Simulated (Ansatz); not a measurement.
The lowest doublet and quartet of HSi (SMILES [SiH]); geometries from B3LYP-D3(BJ)/def2-TZVP, each state relaxed from the structure named, with no frequency check.
Doublet (charge 0, multiplicity 2):
```xyz
2

Si     0.0000     0.0000    -0.1020
H      0.0000     0.0000     1.4276
```
Quartet (charge 0, multiplicity 4):
```xyz
2

Si     0.0000     0.0000    -0.1004
H      0.0000     0.0000     1.4055
```

A positive gap puts the quartet lower; no zero-point energy. U- takes an unrestricted doublet. The quartet is unrestricted in single-reference levels. Active spaces average the two states.

Frozen-core correlation.

Run with Ansatz (a quantum-chemistry and plane-wave program). 

U-PBE/def2-TZVPP gives -155.0 kJ/mol for the gap E(doublet) − E(quartet), adiabatic.

Problem. How do the other levels lie against it? Give each less PBE: U-r2SCAN/def2-TZVPP, U-PBE0/def2-TZVPP, U-wB97M-V/def2-TZVPP, U-B2PLYP/def2-TZVPP, U-MP2/cc-pV(Q+d)Z, U-CCSD(T)/cc-pV(Q+d)Z, SC-NEVPT2 on SA-CASSCF(5,5)/cc-pV(Q+d)Z, FIC-MRCISD+Q on SA-CASSCF(5,5)/cc-pV(Q+d)Z, FCI/cc-pV(T+d)Z.

Solution. U-r2SCAN/def2-TZVPP 22.4; U-PBE0/def2-TZVPP 3.8; U-wB97M-V/def2-TZVPP -30.4; U-B2PLYP/def2-TZVPP -19.2; U-MP2/cc-pV(Q+d)Z 9.1; U-CCSD(T)/cc-pV(Q+d)Z -6.3; SC-NEVPT2 on SA-CASSCF(5,5)/cc-pV(Q+d)Z -6.5; FIC-MRCISD+Q on SA-CASSCF(5,5)/cc-pV(Q+d)Z -11.7; FCI/cc-pV(T+d)Z -4.8 kJ/mol. 3 of 9 lie above PBE; the widest gap is to U-wB97M-V/def2-TZVPP.
